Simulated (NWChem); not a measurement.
Molecule: MgBrF; SMILES [F][Mg][Br]

This build's default masses of Se (78.918 u) and Br (79.917 u) are each other's, which moves their modes by up to 0.6 %.

Give the equilibrium geometry at PBE0/def2-SVP (NWChem) as a list of bonds and angles, with the point group.

point group C*v; any orientation.
Bonded distances (Å): Mg1–F2 1.753, Mg1–Br3 2.338. Angles (°): F2–Mg1–Br3 180.0.
